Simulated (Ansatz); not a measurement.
Reactions of GeH4O3, SMILES `[OH][GeH]([OH])[OH]`.

Computed with Ansatz on PBE0-D4/def2-TZVP structures; ΔE is electronic, products minus reactants. CBS: MP2 limit from def2 TZ/QZ plus the TZ coupled-cluster correction, frozen cores. This one scheme is used for every species. DFT in def2-TZVPP. For Ge outer-core shells are correlated without core-valence functions, which leaves a few kJ/mol of doubt a bond. Scalar relativity is left out up to krypton. One conformer a species, not always the lowest.

| reaction | PBE0-D4 (eV) |
| --- | --- |
| `[OH][GeH]([OH])[OH]` → `[OH][Ge][OH]` + H₂O | 0.92 |
| `[OH][GeH]([OH])[OH]` + HCl → `[OH][GeH]([OH])[Cl]` + H₂O | -0.45 |
| `[OH][GeH]([OH])[OH]` + H–F → `[OH][GeH]([OH])[F]` + H₂O | -0.34 |
| `[OH][GeH]([OH])[OH]` + `CF` → `[OH][GeH]([OH])[CH2]F` + H₂O | 0.73 |

Give the CCSD(T)/CBS values in the same order. (An estimate is asked.)

Computed: 0.88, -0.39, -0.31, 0.76 eV.

Largest T1 diagnostic: 0.015, for `[OH][Ge][OH]`.
